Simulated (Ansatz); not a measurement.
CH3BBrFSi, SMILES `FB1C[SiH]1Br`. Total charge 0; spin multiplicity 1. The geometry is a stationary point of PBE0-D4/def2-TZVP.

```xyz
8

F    -2.263   -0.331    0.903
B    -1.059   -0.435    0.398
C     0.349   -0.168    0.897
Si    0.136    0.090   -1.025
Br    0.031    2.110   -1.928
H     0.618    0.447    1.753
H     1.052   -1.000    0.765
H     1.136   -0.713   -1.762
```

Problem. What is the dipole moment at ωB97M-V/def2-TZVPP? (An estimate is asked.)

Solution. Ansatz gave: 1.78 D, with components (1.36, -1.06, 0.42) D in this frame, pointing from negative to positive charge.

Problem. And with PBE, r2SCAN, B3LYP? (Estimate.)

Solution. Ansatz gave: PBE 1.71 D, r2SCAN 1.80 D, B3LYP 1.78 D.

Problem. Give the Mulliken charges with ωB97M-V, r2SCAN, B3LYP in def2-TZVPP. (Best estimate.)

Solution. Computed: 
```json
{"atom": "F1", "ωB97M-V": "-0.22", "r2SCAN": "-0.25", "B3LYP": "-0.22"}
{"atom": "B2", "ωB97M-V": "0.34", "r2SCAN": "0.36", "B3LYP": "0.38"}
{"atom": "C3", "ωB97M-V": "-0.35", "r2SCAN": "-0.31", "B3LYP": "-0.33"}
{"atom": "Si4", "ωB97M-V": "0.13", "r2SCAN": "0.22", "B3LYP": "0.15"}
{"atom": "Br5", "ωB97M-V": "-0.18", "r2SCAN": "-0.20", "B3LYP": "-0.20"}
{"atom": "H6", "ωB97M-V": "0.12", "r2SCAN": "0.09", "B3LYP": "0.11"}
{"atom": "H7", "ωB97M-V": "0.16", "r2SCAN": "0.15", "B3LYP": "0.15"}
{"atom": "H8", "ωB97M-V": "0.00", "r2SCAN": "-0.05", "B3LYP": "-0.04"}
```

B3LYP here is the variant with VWN-RPA as its local correlation; programs differ in this.
